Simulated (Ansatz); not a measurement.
CH₈GeS, singlet: at a first-order saddle point.

The input file, in.yaml:

```yaml
crystal:
  periodic: [false, false, false]
  atoms:
    - {symbol: Ge, position_ang: [-0.577569, -0.196564, -0.164357]}
    - {symbol: H, position_ang: [0.191678, 1.154255, 0.835619]}
    - {symbol: H, position_ang: [-0.621476, -0.749587, -1.607639]}
    - {symbol: H, position_ang: [-1.956966, -0.095422, 0.491253]}
    - {symbol: C, position_ang: [0.692783, -1.363843, 0.770423]}
    - {symbol: H, position_ang: [-0.123823, 1.759942, 0.126001]}
    - {symbol: S, position_ang: [-0.813197, 2.191500, -1.346649]}
    - {symbol: H, position_ang: [0.434285, -2.405538, 0.560618]}
    - {symbol: H, position_ang: [0.671271, -1.184261, 1.845042]}
    - {symbol: H, position_ang: [1.702883, -1.180289, 0.400547]}
    - {symbol: H, position_ang: [0.400031, 2.069808, -1.910858]}
basis:
  gaussian: {orbitals: def2-TZVPP}
hamiltonian: {xc: pbe}
correlation: {method: rpa}
```

Run by:

```bash
ansatz run in.yaml --threads 4 --pin off --events-out ev --progress --plain --max-ram 9574MiB
```

Output of Ansatz 0.2.0:

```
Functional definition: PBE
  name "PBE"
  cite "Perdew, Burke & Ernzerhof, Phys. Rev. Lett. 77, 3865 (1996) doi:10.1103/PhysRevLett.77.3865"
  parent pbe
  parameter kappa = 0.804
  parameter beta = 0.06672455060314922
  exchange = pbe_x(kappa = kappa, mu = beta*pi^2/3)
  correlation = pbe_c(beta = beta)
1340 factors; integrals over basis functions are off by at most 1.1e-3 eV
mean field evaluation 1: about -68495.0381 eV, gradient 6.8e1 eV
mean field evaluation 2: about -68495.0252 eV, gradient 6.8e1 eV
mean field evaluation 4: about -68503.9901 eV, gradient 1.4e1 eV
mean field evaluation 8: about -68504.6415 eV, gradient 2.4e-1 eV
mean field evaluation 16: about -68504.6412 eV, gradient 7.5e-5 eV
mean field -68504.64119026 eV, -2517.4991296286 hartree, gradient 2.5e-6 eV, S^2 0.000000; 0 other end points of the search recorded, 0 dependent functions left out
15 core orbitals not correlated: weight in the atoms' cores, before any rotation towards them, 1.000 or more for the frozen orbitals, at most 0.000 for the correlated occupied ones
reference -68444.03910056 eV, -2515.2720439095 hartree; 16, 16 occupied and 202, 202 virtual orbitals, 1340 factors
Total energy: -68475.45565141 eV, -2516.4265808584 hartree
```

The run took about 3 s on 4 CPU threads of an Arm Neoverse V2 (shared host).
